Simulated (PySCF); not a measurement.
```xyz
9

B      1.7353     0.0476     0.0028
B      0.3399    -0.0216     0.7989
Si    -1.3459    -0.0241    -0.3224
H      2.2852    -0.9421    -0.3974
H      2.2304     1.0936    -0.3179
H      0.1594    -0.0730     1.9808
H     -2.1789     1.1471     0.0712
H     -2.1083    -1.2696    -0.0256
H     -1.1171     0.0421    -1.7906
```

Charge 0, multiplicity 1.

Question: Give the Mulliken and meta-Löwdin atomic charges from PBE-D3(BJ)/def2-TZVP // PBE0-D3(BJ)/def2-TZVP (PySCF).

Answer: 
```csv
atom,Mulliken (e),meta-Löwdin (e)
B1,-0.13,-0.13
B2,0.04,-0.18
Si3,0.01,0.31
H4,0.04,0.06
H5,0.04,0.06
H6,0.06,0.07
H7,-0.01,-0.05
H8,-0.01,-0.05
H9,-0.02,-0.07
```
